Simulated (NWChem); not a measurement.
System: C5H3NSe; SMILES N#Cc1cc[se]c1

```xyz
10

N      0.4252    -3.7326     0.0000
C      0.2186    -2.5912     0.0000
C     -0.0449    -1.1877     0.0000
C     -1.3744    -0.6435     0.0000
C     -1.4191     0.7178     0.0000
Se     0.2784     1.4644     0.0000
C      0.9592    -0.2459     0.0000
H     -2.2647    -1.2742     0.0000
H     -2.3082     1.3473     0.0000
H      2.0307    -0.4406     0.0000
```
Atoms are numbered in this order, from 1.

Computed with NWChem. Pople sets run with spherical d functions. The geometry was optimised at PBE0/def2-SVP. GIAO values for the isolated, static molecule; σ is the absolute isotropic shielding, δ = σ(reference) − σ with the isolated reference molecule computed at the same levels (13C: tetramethylsilane, 1H: tetramethylsilane, 15N: ammonia). Spin-orbit effects, on the heavy nuclei and on their neighbours, are missing.

```json
[
 {"level": "LDA (Slater exchange, VWN5)/pcSseg-1", "δ N1 (ppm)": "333.3", "δ C2 (ppm)": "123.3", "δ C4 (ppm)": "140.7", "δ C5 (ppm)": "144.4", "σ Se6 (ppm)": "996.8", "δ C7 (ppm)": "153.5", "δ H10 (ppm)": "7.99"},
 {"level": "Hartree-Fock/6-31G*", "δ N1 (ppm)": "283.9", "δ C2 (ppm)": "108.0", "δ C4 (ppm)": "126.9", "δ C5 (ppm)": "135.8", "σ Se6 (ppm)": "1525.5", "δ C7 (ppm)": "154.4", "δ H10 (ppm)": "8.52"},
 {"level": "PBE/pcSseg-1", "δ N1 (ppm)": "315.3", "δ C2 (ppm)": "117.8", "δ C4 (ppm)": "134.9", "δ C5 (ppm)": "137.6", "σ Se6 (ppm)": "1065.9", "δ C7 (ppm)": "146.7", "δ H10 (ppm)": "7.88"}
]
```
